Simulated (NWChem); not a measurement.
# YCl2 cation; SMILES [Cl][Y+][Cl]

Results from NWChem. All runs use the structure optimised with PBE-D3(BJ)/def2-SVP. This spin state was assumed; another may lie lower. def2 effective core potentials on Y; no spin-orbit coupling. Static field.

For level PBE/def2-SVPD:

```yaml
isotropic polarisability (bohr³): 56.2
anisotropy (bohr³): 39.0
```

Task: What are these values for level BHandHLYP/def2-SVPD?

Result: 
| Quantity | Result |
|---|---|
| isotropic polarisability (bohr³) | 51.3 |
| anisotropy (bohr³) | 31.3 |
